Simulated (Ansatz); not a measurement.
TaO₄, relaxed as a doublet with UKS r2SCAN-D4/def2-SVP in Ansatz, starting from the GFN1-xTB geometry. Force threshold 0.02 eV/Å.

In the def2 sets Ta takes a core potential; there is no spin–orbit coupling. The structure holds one bond between oxygen atoms, so isomers without such links may lie far lower. The relaxation made no stability test and no search for a lower SCF solution. No other spin state of charge 0 was run. The structure comes from a short search, and lower isomers may exist.

Start:

| atom | x (Å) | y (Å) | z (Å) |
| --- | --- | --- | --- |
| Ta1 | 0.174 | 0.067 | 0.293 |
| O2 | -0.996 | 0.329 | -1.145 |
| O3 | -0.407 | -0.852 | -1.230 |
| O4 | -0.489 | -0.381 | 1.823 |
| O5 | 1.719 | 0.837 | 0.258 |

```tsv
step	energy (eV)	largest force component (eV/Å)	SCF passes
1	-9728.6760	5.043	51
2	-9729.6088	3.324	49
3	-9729.8331	1.824	40
4	-9729.9510	0.637	34
5	-9729.9763	0.121	29
6	-9729.9798	0.171	30
7	-9729.9820	0.060	25
8	-9729.9823	0.020	25
```

Force components are those of the run's own axes.

End:

Cartesian coordinates in Å:
```
Ta 0.052 0.435 0.411
O -1.132 0.229 -1.412
O -0.370 -0.830 -1.168
O -0.332 -0.499 1.836
O 1.782 0.665 0.333
```

By distances, no bond broke or formed. The bond that changes most is Ta1–O2, from 1.87 to 2.18 Å (atoms count from 1).

No frequencies were taken in this run, so the end may be a saddle point.

Hardware: 4 threads of Arm Neoverse V1 on a shared host. Wall time 19 s.
